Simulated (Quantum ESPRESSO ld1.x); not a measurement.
The run below uses ld1.x (Quantum ESPRESSO 7.5).

```
 &input
    zed=59.0,
    iswitch=1,
    rel=2,
    dft='REVPBE',
    config='[Ar] 3d10 4s2 4p5 6s1',
    rel_dist='energy',
    verbosity='high',
    lsmall=.true.,
    prefix='ld1',
    max_out_wfc=37,
    file_charge='ld1.rho',
 /
```

Command: `OMP_NUM_THREADS=1 ld1.x < ld1.in > ld1.out`

Standard output:

```
     Program LD1 v.7.5 starts

     --------------------------- All-electron run ----------------------------

     dirac relativistic calculation

     atomic number is 59.00
     dft =REVPBE   lsd =0 sic =0 latt =0  beta=0.20 tr2=1.0E-14
     Exchange-correlation= REVPBE
                           (   1   4   4   4   0   0   0)
     mesh =2087 r(mesh) = 100.53064 a.u. xmin = -8.00 dx = 0.00800
     1 Ry =  13.60569312 eV, c = 137.03599908

     n l j   nl                  e(Ry)          e(Ha)          e(eV)
     Spin orbit split results
     1 0 0.5 1S 1( 2.00)   -3123.934718532   -1561.967359266 -42503.2971166
     2 0 0.5 2S 1( 2.00)    -546.625821127    -273.312910564  -7437.2231754
     2 1 0.5 2P 1( 2.00)    -519.612306648    -259.806153324  -7069.6855872
     2 1 1.5 2P 1( 4.00)    -484.117467693    -242.058733847  -6586.7537009
     3 0 0.5 3S 1( 2.00)    -156.905641419     -78.452820710  -2134.8100064
     3 1 0.5 3P 1( 2.00)    -145.502060216     -72.751030108  -1979.6563801
     3 1 1.5 3P 1( 4.00)    -138.307369164     -69.153684582  -1881.7676215
     3 2 1.5 3D 1( 4.00)    -118.656845858     -59.328422929  -1614.4086317
     3 2 2.5 3D 1( 6.00)    -117.087148892     -58.543574446  -1593.0518165
     4 0 0.5 4S 1( 2.00)     -65.668739008     -32.834369504   -893.4687107
     4 1 0.5 4P 1( 2.00)     -61.126381802     -30.563190901   -831.6667925
     4 1 1.5 4P 1( 3.00)     -59.129231641     -29.564615821   -804.4941803
     6 0 0.5 6S 1( 1.00)     -22.567859472     -11.283929736   -307.0513704
     Averaged results
     1 0     1S 1( 2.00)   -3123.934718532   -1561.967359266 -42503.2971166
     2 0     2S 1( 2.00)    -546.625821127    -273.312910564  -7437.2231754
     2 1     2P 1( 6.00)    -495.949080678    -247.974540339  -6747.7309963
     3 0     3S 1( 2.00)    -156.905641419     -78.452820710  -2134.8100064
     3 1     3P 1( 6.00)    -140.705599515     -70.352799757  -1914.3972077
     3 2     3D 1(10.00)    -117.715027678     -58.857513839  -1601.5945426
     4 0     4S 1( 2.00)     -65.668739008     -32.834369504   -893.4687107
     4 1     4P 1( 5.00)     -59.794948361     -29.897474181   -813.5517177
     6 0     6S 1( 1.00)     -22.567859472     -11.283929736   -307.0513704

     final scf error:  9.6E-15 reached in  23 iterations

     Etot =  -17986.028727 Ry,   -8993.014364 Ha, -244712.387364 eV

     Ekin =   19389.547338 Ry,    9694.773669 Ha,  263808.230871 eV
     Encl =  -41989.899684 Ry,  -20994.949842 Ha, -571301.689369 eV
     Eh   =    4995.847225 Ry,    2497.923613 Ha,   67971.964238 eV
     Exc  =    -381.523606 Ry,    -190.761803 Ha,   -5190.893104 eV

     normalization and overlap integrals

     s(1S/1S) =  1.000000  <r> =   0.0241  <r2> =    0.0008  r(max) =   0.0154
     LC norm =  0.95219197 + SC norm =  0.04780803 =  1.00000000
     s(1S/2S) = -0.000000
     s(1S/3S) = -0.000000
     s(1S/4S) =  0.000000
     s(1S/6S) =  0.000000
     s(2S/2S) =  1.000000  <r> =   0.1025  <r2> =    0.0124  r(max) =   0.0874
     LC norm =  0.98957016 + SC norm =  0.01042984 =  1.00000000
     s(2S/3S) =  0.000000
     s(2S/4S) =  0.000000
     s(2S/6S) = -0.000000
     s(2P/2P) =  1.000000  <r> =   0.0860  <r2> =    0.0091  r(max) =   0.0666
     LC norm =  0.98953852 + SC norm =  0.01046148 =  1.00000000
     s(2P/3P) =  0.000000
     s(2P/4P) =  0.000000
     s(2P/2P) =  1.000000  <r> =   0.0923  <r2> =    0.0104  r(max) =   0.0721
     LC norm =  0.99018615 + SC norm =  0.00981385 =  1.00000000
     s(2P/3P) =  0.000000
     s(2P/4P) =  0.000000
     s(3S/3S) =  1.000000  <r> =   0.2695  <r2> =    0.0830  r(max) =   0.2472
     LC norm =  0.99672346 + SC norm =  0.00327654 =  1.00000000
     s(3S/4S) =  0.000000
     s(3S/6S) =  0.000000
     s(3P/3P) =  1.000000  <r> =   0.2589  <r2> =    0.0778  r(max) =   0.2356
     LC norm =  0.99678211 + SC norm =  0.00321789 =  1.00000000
     s(3P/4P) =  0.000000
     s(3P/3P) =  1.000000  <r> =   0.2707  <r2> =    0.0848  r(max) =   0.2452
     LC norm =  0.99695733 + SC norm =  0.00304267 =  1.00000000
     s(3P/4P) =  0.000000
     s(3D/3D) =  1.000000  <r> =   0.2411  <r2> =    0.0683  r(max) =   0.1976
     LC norm =  0.99707678 + SC norm =  0.00292322 =  1.00000000
     s(3D/3D) =  1.000000  <r> =   0.2448  <r2> =    0.0703  r(max) =   0.1992
     LC norm =  0.99712779 + SC norm =  0.00287221 =  1.00000000
     s(4S/4S) =  1.000000  <r> =   0.5693  <r2> =    0.3639  r(max) =   0.5502
     LC norm =  0.99876146 + SC norm =  0.00123854 =  1.00000000
     s(4S/6S) =  0.000000
     s(4P/4P) =  1.000000  <r> =   0.5736  <r2> =    0.3717  r(max) =   0.5546
     LC norm =  0.99880939 + SC norm =  0.00119061 =  1.00000000
     s(4P/4P) =  1.000000  <r> =   0.5920  <r2> =    0.3956  r(max) =   0.5726
     LC norm =  0.99885554 + SC norm =  0.00114446 =  1.00000000
     s(6S/6S) =  1.000000  <r> =   1.5802  <r2> =    2.7785  r(max) =   1.6727
     LC norm =  0.99963586 + SC norm =  0.00036414 =  1.00000000

     LC charge = 35.76060444 + SC charge =  0.23939556 = 36.00000000

     ------------------------ End of All-electron run ------------------------
```

Run on one thread of a shared host, so times are rough (Intel(R) Xeon(R) Processor @ 2.60GHz): 0.71 s of CPU time, 0.74 s wall, 23 iterations on 2087 mesh points.
